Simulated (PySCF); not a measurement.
# Core-level binding energies of `C[N+](C)([AlH3-])CCC#N`

C₅H₁₃AlN₂.
Bonds: C1–N2, N2–C3, N2–Al4, N2–C5, C5–C6, C6–C7, C7–N8 (triple). Hydrogens: H9, H10, H11 on C1; H12, H13, H14 on C3; H15, H16, H17 on Al4; H18, H19 on C5; H20, H21 on C6.

Method used: delta-SCF UKS SCAN, pcX-2 on the ionised atom, pcseg-1 elsewhere, spin-free X2C in PySCF 2.14.0. Binding energies are ΔSCF values: E(core-ionised, relaxed orbitals) − E(ground state) at a fixed geometry, referred to the vacuum level.

Task: Give the core binding energies atom by atom.

Result: 
```
atom(s)                    environment  level  binding energy (eV)  above the level's lowest (eV)  count
  C1/C3                N-methyl carbon   C 1s               292.46                           0.00      2
     N2  nitrogen bonded to Al and 3 C   N 1s               406.88                          +1.59      1
    Al4  aluminium bonded to N and 3 H  Al 1s              1565.56                           0.00      1
     C5   sp3 carbon bound to nitrogen   C 1s               292.73                          +0.27      1
     C6   sp3 carbon next to a nitrile   C 1s               292.61                          +0.15      1
     C7                 nitrile carbon   C 1s               292.53                          +0.07      1
     N8               nitrile nitrogen   N 1s               405.29                           0.00      1
```

The listed C 1s values span 0.27 eV, from C1/C3 (bonded to N and 3 H) to C5 (bonded to N, C and 2 H). The widest gap between neighbouring values is 0.12 eV, between 292.61 and 292.73 eV. Summing the Pauling electronegativity differences to the bonded atoms, each weighted by its formal bond order, gives -0.56 for the lowest site and -0.21 for the highest; the largest sum, +1.47, belongs to C7, 0.20 eV below the top. The smallest sum, -0.70, belongs to C6, 0.15 eV above the lowest.

The listed N 1s values span 1.59 eV, from N8 (bonded to C (triple bond)) to N2 (bonded to 3 C and Al). Summing the Pauling electronegativity differences to the bonded atoms, each weighted by its formal bond order, gives -1.47 for the lowest site and -2.90 for the highest; the largest sum, -1.47, belongs to N8, 1.59 eV below the top. The smallest sum, -2.90, belongs to N2, 1.59 eV above the lowest.

Task: Which effective nuclear charge Zeff reproduces each element's mean 1s value in the hydrogen-like formula E = 13.606 eV × Zeff²?

Result: C (Z = 6): mean 292.6 eV, Zeff = 4.64, Z − Zeff = 1.36; N (Z = 7): mean 406.1 eV, Zeff = 5.46, Z − Zeff = 1.54; Al (Z = 13): mean 1565.6 eV, Zeff = 10.73, Z − Zeff = 2.27. Means run over the listed sites, weighted by atom count.

One atom of each set of topologically equivalent atoms was ionised and stands for the set; in this conformer not all members are related by symmetry, and their own values weren't computed. The structure is a single PBE0-D3(BJ)/def2-SVP conformer in the gas phase; no vibrational or solvent corrections.

The values belong to the conformer `[CH3:1][N+:2]([CH3:3])([AlH3-:4])[CH2:5][CH2:6][C:7]#[N:8]`: C1–N2–C5–C6 172°, N2–C5–C6–C7 177°.
